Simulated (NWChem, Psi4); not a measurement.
## The same job for NWChem

Psi4 1.11 runs this on SiH2Br2 (dibromosilane):

br2h2si.in:
```
memory 2200 MB

molecule mol {
  Br    -1.672690    -1.239290     0.362310
  Si     0.158230    -0.046290     0.054680
  Br    -0.295570     1.814160    -1.042010
  H      1.103430    -0.843230    -0.751710
  H      0.706590     0.314640     1.376730
  units angstrom
  symmetry c1
  no_reorient
  no_com
}

set {
  basis                def2-SVP
  reference            rks
  puream               true
  e_convergence        1e-09
  d_convergence        1e-08
  scf_type             pk
  dft_radial_points    99
  dft_spherical_points 590
}

gradient("m06-2x")
```

```bash
$ psi4 br2h2si.in br2h2si.out -n 1
```

The coordinates come from a PBE0-D4/def2-TZVP relaxation.

It gives a total energy of -5438.440496 Eh.

How is this level of theory, on these atoms, set up in NWChem 7.3.0 as an ASE script?

One way, which was run:

run.py:
```python
from ase import Atoms
from ase.calculators.nwchem import NWChem

atoms = Atoms(['Br', 'Si', 'Br', 'H', 'H'], positions=[
    [-1.672690, -1.239290, 0.362310],
    [0.158230, -0.046290, 0.054680],
    [-0.295570, 1.814160, -1.042010],
    [1.103430, -0.843230, -0.751710],
    [0.706590, 0.314640, 1.376730],
])

calc = NWChem(
    label='br2h2si',
    theory='dft',
    memory='2200 mb',
    basis='def2-SVP',
    basispar='spherical bse',
    dft={'xc': 'm06-2x', 'mult': '1', 'grid': 'fine', 'convergence': 'energy 1e-08', 'iterations': '100', 'mulliken': None},
)
atoms.calc = calc

forces = atoms.get_forces()
print(f"energy = {atoms.get_potential_energy():.6f} eV")
print("forces (eV/A):")
for s, f in zip(atoms.symbols, forces):
    print(f"{s:2s} {f[0]:10.5f} {f[1]:10.5f} {f[2]:10.5f}")
print("dipole (e A):", atoms.get_dipole_moment().round(4))
```

```bash
$ export ASE_NWCHEM_COMMAND="nwchem PREFIX.nwi > PREFIX.nwo"
$ python run.py
```

Its energy is -5438.440577 Eh, 0.081 mEh from the first; the programs' integration grids differ.
